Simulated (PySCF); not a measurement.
Job file and geometry (Å, from GFN2-xTB) of an NMR shielding run on SMILES N#C[Si@@H]1[SiH2]CC[C@@H]1F, C4H8FNSi2, GIAO PBE0/pcSseg-1 NMR shielding, non-relativistic, gas phase in PySCF; density fitting, a coarse starting grid and PySCF grid level 2 are the driver's defaults:

```
$ OMP_NUM_THREADS=1 python probes_run.py task.json out

{"job": {"kind": "nmr", "xc": "PBE0", "basis": "pcSseg-1"}, "charge": 0, "multiplicity": 1}
N      3.594161    -1.156934     1.307414
C      2.711822    -0.935929     0.610580
Si     1.310712    -0.497558    -0.538189
Si     0.447586     1.655342    -0.451602
C     -1.241849     1.058320     0.228789
C     -1.487670    -0.399157    -0.174261
C     -0.303508    -1.290150     0.191857
F     -0.200661    -1.344457     1.578477
H      1.637019    -1.202113    -1.787053
H      1.077243     2.627756     0.442764
H      0.275919     2.270949    -1.774360
H     -2.073060     1.675683    -0.112197
H     -1.235156     1.117218     1.319002
H     -2.388863    -0.773856     0.319878
H     -1.641240    -0.473528    -1.254382
H     -0.490055    -2.322643    -0.122889
```

Q: Write the output of this run.

A: 
```
coarse grid: 14704 points
cycle   1  E = -890.0304224720  dE =  7.762e-01  |g| = 6.049e-01  |ddm| = 3.665e+00
cycle   2  E = -889.8765460676  dE =  1.539e-01  |g| = 1.059e+00  |ddm| = 1.222e+00
cycle   3  E = -890.1008454389  dE = -2.243e-01  |g| = 2.088e-01  |ddm| = 7.956e-01
cycle   4  E = -890.1094076022  dE = -8.562e-03  |g| = 6.777e-02  |ddm| = 1.555e-01
cycle   5  E = -890.1102847806  dE = -8.772e-04  |g| = 1.595e-02  |ddm| = 4.595e-02
cycle   6  E = -890.1103314700  dE = -4.669e-05  |g| = 4.536e-03  |ddm| = 1.485e-02
cycle   7  E = -890.1103360198  dE = -4.550e-06  |g| = 1.028e-03  |ddm| = 4.915e-03
final grid: 134256 points
cycle   8  E = -890.1624129924  dE = -3.080e-05  |g| = 8.386e-03  |ddm| = 2.748e-02
cycle   9  E = -890.1623971554  dE =  1.584e-05  |g| = 1.206e-02  |ddm| = 1.654e-02
cycle  10  E = -890.1624290024  dE = -3.185e-05  |g| = 1.358e-03  |ddm| = 9.491e-03
cycle  11  E = -890.1624292788  dE = -2.764e-07  |g| = 7.278e-04  |ddm| = 1.184e-03
cycle  12  E = -890.1624293880  dE = -1.092e-07  |g| = 1.765e-04  |ddm| = 4.918e-04
cycle  13  E = -890.1624293936  dE = -5.581e-09  |g| = 4.578e-05  |ddm| = 1.454e-04
cycle  14  E = -890.1624293940  dE = -4.422e-10  |g| = 1.052e-05  |ddm| = 5.216e-05
converged SCF energy = -890.1624293940

GIAO shielding tensors (ppm)
atom      isotropic    diamagn.    paramagn.     s11        s22        s33       span
  0 N     -104.297     337.155    -441.452   -307.552   -301.815    296.475    604.027
  1 C       65.469     261.654    -196.185    -47.242    -45.392    289.041    336.283
  2 Si     412.880     879.363    -466.483    378.497    411.302    448.843     70.346
  3 Si     419.772     879.829    -460.057    389.413    401.815    468.089     78.675
  4 C      176.548     252.585     -76.036    155.095    181.996    192.555     37.460
  5 C      150.762     250.334     -99.572    138.642    149.515    164.129     25.488
  6 C       93.619     247.563    -153.944     58.259     79.284    143.314     85.055
  7 F      409.620     475.929     -66.309    337.137    434.265    457.459    120.322
  8 H       27.272      27.612      -0.340     23.596     25.210     33.010      9.414
  9 H       27.496      28.405      -0.909     24.301     24.595     33.591      9.289
 10 H       27.861      28.343      -0.483     24.033     25.298     34.252     10.219
 11 H       30.270      29.655       0.615     24.344     27.890     38.577     14.232
 12 H       30.138      31.346      -1.208     25.378     28.075     36.960     11.582
 13 H       28.853      29.890      -1.037     23.326     27.095     36.138     12.812
 14 H       30.744      31.472      -0.728     26.477     28.279     37.477     10.999
 15 H       26.143      29.775      -3.632     23.666     25.151     29.611      5.945
```

Q: Turn these shieldings into chemical shifts. Shifts are taken against calculated references (same method and geometry level): NH3 for 15N (σref 267.73); TMS for 13C (σref 186.93) and 29Si (σref 349.16) and 1H (σref 31.72); 19F (σref 170.95) vs CFCl3.

A: Averaging equivalent atoms: N 0: 372.0; C 1: 121.5; C 6: 93.3; C 5: 36.2; C 4: 10.4; Si 2: -63.7; Si 3: -70.6; F 7: -238.7; H 15: 5.57; H 8: 4.45; H 9: 4.22; H 10: 3.86; H 13: 2.86; H 12: 1.58; H 11: 1.45; H 14: 0.97 ppm. Unscaled 19F shifts against computed CFCl3 carry errors that often reach 10 to 50 ppm. Experimental scales use liquid or dissolved standards, which lie at an offset from isolated NH3 (liquid NH3: subtract about 20 ppm). Unscaled 15N shifts of sp2 nitrogen come out 20 to 40 ppm too high even then.

Size and cost of the density-fitted run: 190 basis functions, 74 s wall time on 1 thread of an Arm Neoverse V1, shared host; peak memory 0.77 GiB.
